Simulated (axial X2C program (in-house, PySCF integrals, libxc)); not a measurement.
**Excited states of PbH⁺ by EOM-EE-CCSD**

Computed with an in-house all-electron X2C program for linear molecules (integrals from PySCF): two-component X2C with atomic mean-field Coulomb and Gaunt terms, Gaussian nuclei, basis Pb dyall-acv3z, H dyall-av3z with contracted cores.

R = 1.811 Å (near the PBE0 minimum at charge 1 of the determinant lowest at the starting distance; the state shown can have its own minimum elsewhere).

Hartree–Fock spinors of PbH⁺ (one of each Kramers pair; a window near the gap, which can cut inner shells):

| ω | occupied | ε (eV) | character |
| --- | --- | --- | --- |
| 1/2 | yes | -23.49 | 62% Pb s, 25% H s, 10% H p |
| 1/2 | yes | -16.22 | 51% Pb p, 30% H s, 12% Pb s |
| 1/2 | no | -6.42 | 82% Pb p, 10% H p, 3% H d |
| 3/2 | no | -5.60 | 85% Pb p, 11% H p, 3% H d |
| 1/2 | no | -2.87 | 49% Pb s, 34% H s, 8% Pb p |
| 1/2 | no | -2.23 | 44% Pb d, 34% Pb p, 12% H s |
| 1/2 | no | -1.92 | 96% Pb p |
| 3/2 | no | -1.77 | 99% Pb p |

Vertical excitation energies from the closed-shell determinant state of PbH⁺:

| Ω | excitation (eV) | cm⁻¹ | hole of the leading pair | particle of the leading pair | weight of the pair (for Ω = 0 its time-reversed partner can hold as much again) | singles weight |
| --- | --- | --- | --- | --- | --- | --- |
| 0⁻ | 2.311 | 18641 | 47% Pb pσ, 32% H sσ, 11% Pb sσ | 78% Pb pπ, 9% H pπ | 0.48 | 0.96 |
| 1 | 2.528 | 20389 | 48% Pb pσ, 33% H sσ, 9% Pb sσ | 78% Pb pπ, 9% H pπ | 0.90 | 0.95 |
| 0⁺ | 2.617 | 21108 | 47% Pb pσ, 30% H sσ, 12% Pb sσ | 81% Pb pπ, 9% H pπ | 0.47 | 0.94 |
| 2 | 3.495 | 28190 | 47% Pb pσ, 31% H sσ, 11% Pb sσ | 85% Pb pπ, 11% H pπ | 0.94 | 0.94 |
| 1 | 3.813 | 30756 | 48% Pb pσ, 33% H sσ, 9% Pb sσ | 85% Pb pπ, 11% H pπ | 0.89 | 0.94 |
| 0⁻ | 6.437 | 51914 | 48% Pb pσ, 36% H sσ, 7% Pb sσ | 30% Pb pσ, 23% Pb dσ, 17% H pσ | 0.47 | 0.97 |
| 1 | 6.474 | 52217 | 48% Pb pσ, 36% H sσ, 7% Pb sσ | 30% Pb pσ, 23% Pb dσ, 17% H pσ | 0.94 | 0.96 |
| 0⁺ | 8.034 | 64795 | 67% Pb sσ, 20% H sσ, 11% H pσ | 81% Pb pπ, 8% H pπ | 0.35 | 0.79 |
| 0⁻ | 8.266 | 66667 | 64% Pb sσ, 22% H sσ, 11% H pσ | 81% Pb pπ, 9% H pπ | 0.42 | 0.89 |

This point took 57 s on 1 thread of Intel(R) Xeon(R) Platinum 8259CL CPU @ 2.50GHz (Skylake/Cascade Lake), with other jobs on the host.

Reference electrons by ω block (each with its −ω partner): 1/2: 23, 3/2: 12, 5/2: 5, 7/2: 1. 14 electrons of PbH⁺ correlated (inner shells frozen), 88 natural virtual spinors (a truncated set); levels can be off by some tenths of an eV. Roots sought by Ω: (0: 5, 1: 4, 2: 3, 3: 1); rows need 60 % singles weight and stop where some Ω has no more roots. Missing are any skipped roots, higher Ω and states of a further excitation; these come out far too high here and may in truth be low or lowest. T1 of the reference 0.012 (Lee–Taylor). Number of frozen shells: Pb 5 s, 4 p, 2 d, 1 f; H none.
